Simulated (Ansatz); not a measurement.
`[F][Al]([F])[N]([SiH3])[SiH3]`. Charge 0, multiplicity 1. All single points use the PBE0-D4/def2-TZVP geometry. It is one conformer, not always the lowest.

```xyz
12

F    -2.584   -1.135    1.299
Al   -1.014   -0.707    1.482
F    -0.323   -0.896    2.954
N    -0.087   -0.060    0.127
Si    1.517    0.587    0.341
Si   -0.729   -0.037   -1.494
H     1.702    0.984    1.760
H     1.678    1.777   -0.538
H     2.558   -0.408   -0.028
H    -1.821   -1.037   -1.604
H    -1.257    1.307   -1.849
H     0.359   -0.376   -2.450
```

**Question.** What is the dipole moment at ωB97M-V/def2-TZVPP? (Best estimate.)

**Answer.** The calculation gave: 1.28 D, with components (0.67, 0.47, -0.98) D in this frame, pointing from negative to positive charge.

**Question.** And with PBE, r2SCAN, B3LYP? (Estimate.)

**Answer.** Ansatz gave: PBE 1.27 D, r2SCAN 1.27 D, B3LYP 1.35 D.

**Question.** Give the Mulliken charges with ωB97M-V, B3LYP, r2SCAN in def2-TZVPP. (Best estimate.)

**Answer.** The calculation gave: 
```csv
atom,ωB97M-V,B3LYP,r2SCAN
F1,-0.33,-0.35,-0.34
Al2,0.77,0.78,0.83
F3,-0.33,-0.35,-0.34
N4,-0.36,-0.31,-0.40
Si5,0.18,0.28,0.32
Si6,0.18,0.28,0.32
H7,-0.01,-0.05,-0.05
H8,-0.02,-0.06,-0.07
H9,-0.02,-0.06,-0.07
H10,-0.01,-0.05,-0.05
H11,-0.02,-0.06,-0.07
H12,-0.02,-0.06,-0.07
```

B3LYP here is the variant with VWN-RPA as its local correlation; programs differ in this.
